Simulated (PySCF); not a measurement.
A GIAO shielding run with PySCF 2.14 (density fitting, non-relativistic, gas phase) on SMILES CCP1CC[SiH2]CC1, C₆H₁₅PSi:

```
$ OMP_NUM_THREADS=1 python probes_run.py task.json out

{"job": {"kind": "nmr", "xc": "PBE0", "basis": "pcSseg-1"}, "charge": 0, "multiplicity": 1}
C     -3.104459     0.706415    -0.825387
C     -2.207070    -0.203044     0.003868
P     -0.517305    -0.413458    -0.759569
C      0.203566    -1.479792     0.585659
C      1.704872    -1.679890     0.399565
Si     2.654638    -0.039265     0.550160
C      1.729374     1.245976    -0.502263
C      0.226236     1.213054    -0.240874
H     -2.695905     1.713758    -0.873833
H     -4.100562     0.763244    -0.388534
H     -3.194221     0.327010    -1.841529
H     -2.105654     0.183498     1.022976
H     -2.650421    -1.201959     0.063096
H     -0.008613    -1.030376     1.561494
H     -0.316214    -2.443377     0.539597
H      1.881867    -2.122880    -0.582731
H      2.067373    -2.400653     1.135940
H      4.031183    -0.197465     0.073722
H      2.641499     0.394659     1.956707
H      1.905876     1.054657    -1.562733
H      2.109005     2.250049    -0.300508
H      0.012031     1.391244     0.818285
H     -0.271848     1.995579    -0.823029
```

Hardware: 1 thread of an Arm Neoverse V1, shared host. The job also computes population analyses, field gradients, ring-centre shieldings.

**Question.** How large is the calculation?

**Answer.** 80 electrons, 225 basis functions and 1210 auxiliary functions.

**Question.** How long does it take, and how much memory does it need?

**Answer.** 45 s of wall time, with 13 SCF cycles and 4 response iterations; peak memory 0.96 GiB. Times on a shared host scatter by some tens of per cent.
